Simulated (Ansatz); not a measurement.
BeClH (SMILES [BeH][Cl]) at its CCSD(T)/cc-pV(T+d)Z minimum, average atomic masses, point group C∞v.
(charge 0, multiplicity 1):
```xyz
3

Be     0.00000     0.00000    -1.37843
H      0.00000     0.00000    -2.70417
Cl     0.00000     0.00000     0.42732
```

Correlated levels freeze the cores.

The values were computed with Ansatz (Gaussian orbitals). Each number belongs to the level named beside it.

Harmonic frequencies (cm⁻¹): 514 514 823 2189.

**Question.** Work out the rotational constants, the zero-point energy, and the ideal-gas entropy and heat capacity at 298.15 K and 1 bar (rigid rotor, harmonic oscillator).

**Answer.** 
Principal moments 30.968 u Å² give 16.8576/I = 0.5444 cm⁻¹. Zero point: Σω/2 = 2019 cm⁻¹ = 5.77 kcal/mol. Translation R(1.5 ln M + 2.5 ln T − 1.1517) with M = 45.470 u: 156.46 J/(mol K). Rotation with σ = 1: q = 380.7, S = R(ln q + 1) = 57.72. Vibration, summed over R(u/(eᵘ − 1) − ln(1 − e⁻ᵘ)) with u = 1.43878ω/T: 6.03, of which the lowest mode gives 2.62. S° = 220.2 J/(mol K); C_p = 7R/2 + 12.80 = 41.90 J/(mol K).

Ansatz is a quantum-chemistry and plane-wave program.
